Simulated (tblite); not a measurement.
Write a Z-matrix for `C[SiH2][Si@@H](F)S[SiH3]` as optimised with GFN2-xTB.

Z-matrix in Å and degrees, rows numbered from 1:
```
C 
Si  1  1.8981
Si  2  2.3070  1  108.98
F   3  1.6218  2  109.16  1   154.06
S   3  2.1607  2  110.56  1   -89.47
Si  5  2.1434  3  104.43  2  -160.34
H   1  1.0858  2  111.16  3  -178.54
H   1  1.0870  2  111.62  3   -58.50
H   1  1.0866  2  111.19  3    61.65
H   2  1.4697  1  109.29  3  -124.48
H   2  1.4721  1  108.70  3   119.28
H   3  1.4585  2  123.25  1    37.87
H   6  1.4549  5  108.56  3    62.20
H   6  1.4523  5  102.14  3  -177.92
H   6  1.4584  5  108.13  3   -58.84
```

Si3 (fluorine-bound silicon) is distorted tetrahedral (angles from 99.7° to 123.3°). Si2 (SiH2 silicon) is distorted tetrahedral (angles from 106.8° to 113.4°). Si6 (SiH3 silicon) is distorted tetrahedral (angles from 102.1° to 113.3°).

The geometry is computed with GFN2-xTB (gas phase).

Point group: C1 (no symmetry element, even within 0.4 Å). Its lowest GFN2-xTB frequency is 9 cm⁻¹, too small to tell a flat minimum from a shallow saddle. One conformer, not necessarily the lowest (C1–Si2–Si3–F4 154°, Si2–Si3–S5–Si6 -160°). 3 starts were optimised and ended at 0.00, 0.06 and 1.71 kcal/mol (GFN2-xTB); the lowest of these is shown.
